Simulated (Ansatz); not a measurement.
`C[S][Cd][F]` + silanol → `[F][Cd][O][SiH3]` + CH₃SH at 298.15 K and 1 bar (ligand exchange at a Cd–S bond).

Isolated molecules relaxed with PBE0-D4/def2-TZVP in Ansatz; ΔE leaves out vibrations. CCSD(T)/CBS is the MP2 limit (def2-TZVPP, def2-QZVPP) plus CCSD(T) − MP2 in def2-TZVPP, frozen cores. This one scheme is used for every species. def2 core potentials past Kr. For Cd outer-core shells are correlated without core-valence functions, which leaves a few kJ/mol of doubt a bond. One conformer a species, not always the lowest.

| species | CCSD(T)/CBS energy (Eh) | H − E (kJ/mol) | S (J/(mol·K)) |
| --- | --- | --- | --- |
| `C[S][Cd][F]` | -705.17805 | 125.5 | 345.4 |
| `O[SiH3]` | -366.69042 | 113.6 | 257.8 |
| `[F][Cd][O][SiH3]` | -633.61664 | 99.9 | 354.9 |
| CH₃SH | -438.22835 | 133.0 | 253.2 |

H − E and S are ideal-gas, rigid-rotor, harmonic terms from PBE0-D4/def2-TZVP, for one conformer and one mirror image of each species. 1 Eh = 2625.50 kJ/mol, R = 8.31446 J/(mol·K).

Task: By hand: ΔE, ΔH, ΔS and ΔG.

Result: ΔE = (-633.61664) + (-438.22835) − (-705.17805) − (-366.69042) = 0.02348 Eh = 61.6 kJ/mol. Δ(H − E) = 99.9 + 133.0 − 125.5 − 113.6 = -6.2, so ΔH = 55.4 kJ/mol. ΔS = 354.9 + 253.2 − 345.4 − 257.8 = 4.9 J/(mol·K). ΔG = 55.4 − 298.15 × (4.9)/1000 = 53.9 kJ/mol.

Task: By hand: the equilibrium constant, and the temperature at which ΔG would vanish if ΔH and ΔS stayed fixed.

Result: log₁₀ K = −ΔG/(RT ln 10) = -9.4. ΔG = 0 at ΔH/ΔS = 11306 K, far beyond where these terms or the molecules hold.

The number of gas molecules stays the same, so ΔS is small and ΔH decides. A doubt of 5 kJ/mol in ΔE shifts log₁₀ K by 0.9 here. Other conformers and mirror images would add mixing entropy, several J/(mol·K) or more a flexible species. Modes under 60 cm⁻¹, often nearly free rotors, make the harmonic entropy too high. These are equilibria of isolated gas molecules and say nothing of rates. Largest T1 diagnostic: 0.016 (customary marks: 0.02 for closed shells, 0.045 for open ones).
